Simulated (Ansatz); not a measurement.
C3H8BF can be A, `CCBCF`, or B, `CCB(C)F`.

Computed with Ansatz on PBE0-D4/def2-TZVP structures; ΔE is electronic, products minus reactants. CCSD(T)/CBS adds triple-zeta CCSD(T) − MP2 to the extrapolated MP2 energy (def2 sets, frozen cores). Functionals use def2-TZVPP. Each species was taken in one conformer, which may not be the lowest.

(1) Which is lower in electronic energy at CCSD(T)/CBS, and by how much? (Estimate.)

(2) Give E(B) − E(A) in kcal/mol with CCSD(T)/def2-SVP, CCSD/def2-TZVPP, MP2/def2-TZVPP, ωB97M-V, B2PLYP, LDA (SPW92), PBE0-D4. (An estimate is asked.)

(3) Does the order hold for the free energy at 298.15 K (harmonic terms from PBE0-D4)? (An estimate is asked.)

Largest T1 diagnostic: 0.011.

Results:

(1) Ansatz gave: B, by 60.4 kcal/mol.

(2) Ansatz gave: CCSD(T)/def2-SVP -62.6, CCSD/def2-TZVPP -60.5, MP2/def2-TZVPP -62.4, ωB97M-V -59.6, B2PLYP -60.0, LDA (SPW92) -59.6, PBE0-D4 -59.1. None reverses the order clearly.

(3) Ansatz gave: Yes: G(B) − G(A) = -59.8 kcal/mol, for one conformer each. Modes under 60 cm⁻¹, often nearly free rotors, make the harmonic entropy too high.

Leaving LDA and LC-ωPBE aside and taking each functional with its dispersion term where it has one, the values, not all of them listed here, spread over 3.4 kcal/mol, from PBE-QIDH to revPBE-D4. LDA lies −1.7 kcal/mol from PBE without D4. At CCSD(T), def2-SVP lies −2.1 kcal/mol from the extrapolated value and def2-TZVPP −0.2 kcal/mol.
